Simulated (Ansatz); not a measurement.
Reaction (redistribution): `O=C=[N][Hf]([F])([F])[F]` + `[F][Ga]([F])[I]` → `[F][Hf]([F])([F])[I]` + `O=C=[N][Ga]([F])[F]`

Computed with Ansatz on PBE0-D4/def2-TZVP structures; ΔE is electronic, products minus reactants. CCSD(T)/CBS adds triple-zeta CCSD(T) − MP2 to the extrapolated MP2 energy (def2 sets, frozen cores). Functionals use def2-TZVPP. B3LYP here is the variant with VWN-RPA as its local correlation; programs differ in this. def2 core potentials past Kr. For Ga, Hf, I outer-core shells are correlated without core-valence functions, which leaves a few kJ/mol of doubt a bond. Scalar relativity is left out up to krypton. One conformer a species, not always the lowest.

| species | B3LYP energy (Eh) |
| --- | --- |
| `O=C=[N][Hf]([F])([F])[F]` | -516.19939 |
| `[F][Ga]([F])[I]` | -2422.62142 |
| `[F][Hf]([F])([F])[I]` | -645.84900 |
| `O=C=[N][Ga]([F])[F]` | -2292.95240 |

Problem. Work out ΔE.

Solution. ΔE = (-645.84900) + (-2292.95240) − (-516.19939) − (-2422.62142) = 0.01941 Eh = +51.0 kJ/mol. CCSD(T)/CBS gives +42.0 kJ/mol.

Largest T1 diagnostic among the species: 0.017.

From BLYP to BHLYP (50 % exact exchange), in def2-TZVPP and without D4, ΔE moves by −7.8 kJ/mol. Leaving LDA and LC-ωPBE aside and taking each functional with its dispersion term where it has one, the values, not all of them listed here, spread over 15.3 kJ/mol, from PBE-QIDH to BLYP-D4. LDA lies −4.6 kJ/mol from PBE without D4. At CCSD(T), def2-SVP lies +11.1 kJ/mol from the extrapolated value and def2-TZVPP −3.4 kJ/mol.
